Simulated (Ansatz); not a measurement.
Compare A (`B[SiH2]N[SiH2]F`) with its isomer B (`BN([SiH3])[SiH2]F`).

Isolated molecules relaxed with PBE0-D4/def2-TZVP in Ansatz; ΔE leaves out vibrations. CCSD(T)/CBS adds triple-zeta CCSD(T) − MP2 to the extrapolated MP2 energy (def2 sets, frozen cores). Functionals use def2-TZVPP. B3LYP here is the variant with VWN-RPA as its local correlation; programs differ in this. One conformer a species, not always the lowest.

A:

Z-matrix (Å, degrees):
```
Si
N 1 1.759
B 1 2.024 2 102.2
H 1 1.493 2 110.6 3 121.0
H 1 1.492 2 108.4 3 -123.2
Si 2 1.692 1 119.1 3 -0.0
H 2 1.008 1 120.0 3 170.1
H 3 1.193 1 121.5 2 -115.9
H 3 1.197 1 118.6 2 80.7
F 6 1.638 2 103.2 1 20.6
H 6 1.481 2 113.4 1 137.3
H 6 1.480 2 116.6 1 -92.2
```

B:

Z-matrix (Å, degrees):
```
Si
N 1 1.761
H 1 1.483 2 110.0
H 1 1.485 2 107.6 3 -119.5
H 1 1.482 2 110.1 3 121.0
Si 2 1.732 1 121.8 3 118.9
B 2 1.414 1 117.3 3 -62.2
F 6 1.598 2 109.5 1 72.0
H 6 1.476 2 109.3 1 -169.4
H 6 1.480 2 109.9 1 -44.6
H 7 1.197 2 120.3 1 -179.0
H 7 1.201 2 119.1 1 1.3
```

Problem. Which is lower in electronic energy at CCSD(T)/CBS, and by how much? (Estimate.)

Solution. The calculation gave: B, by 35.8 kcal/mol.

Problem. Give E(B) − E(A) in kcal/mol with B3LYP-D4, B2PLYP, r2SCAN-D4, MP2/def2-TZVPP, ωB97M-V, CCSD/def2-TZVPP, HF/def2-TZVPP. (Estimate.)

Solution. Ansatz gave: B3LYP-D4 -36.0, B2PLYP -36.8, r2SCAN-D4 -33.9, MP2/def2-TZVPP -37.6, ωB97M-V -35.3, CCSD/def2-TZVPP -36.4, HF/def2-TZVPP -39.8. None reverses the order clearly.

Largest T1 diagnostic: 0.012.

From PBE to PBE0 (25 % exact exchange), in def2-TZVPP and without D4, E(B) − E(A) moves by −0.8 kcal/mol. In def2-TZVPP, CCSD(T) changes the Hartree–Fock value by +3.7 kcal/mol (the triples alone add +0.3 kcal/mol) and MP2 by +2.2 kcal/mol.
